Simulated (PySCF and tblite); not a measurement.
Values are calculated unless marked as measured or tabulated.
System: C₅H₄F₂N₂O, numbered as in [CH3:1][C:2](=[O:3])[NH:4][C:5]([C:6]#[N:7])=[C:8]([F:9])[F:10].

Geometries: GFN2-xTB; energies: PBE0/pcSseg-1 + D3(BJ); zero-point and thermal terms from GFN2-xTB harmonic modes (soft modes blended into free rotors). Rate constants are transition-state-theory values, counting equivalent paths, without tunnelling. (PySCF 2.14 with density fitting, tblite 0.8.)

Barriers of amide-like rotations can come out several kcal/mol high at such levels.

Question: Estimate the barrier and the room-temperature rate of the rotation about the C2–N4 bond (torsion C1–C2–N4–C5 from -180° to 0°, rising).

Answer: The electronic barrier is 13.9 kcal/mol and ΔG‡(298 K) 13.7 kcal/mol, over a C1 saddle with an imaginary mode of 121i cm⁻¹ (GFN2-xTB). With 2 equivalent paths, k is 1060 s⁻¹, a mean lifetime of the start of 940 µs against this motion. The end lies 0.9 kcal/mol above the start in free energy.
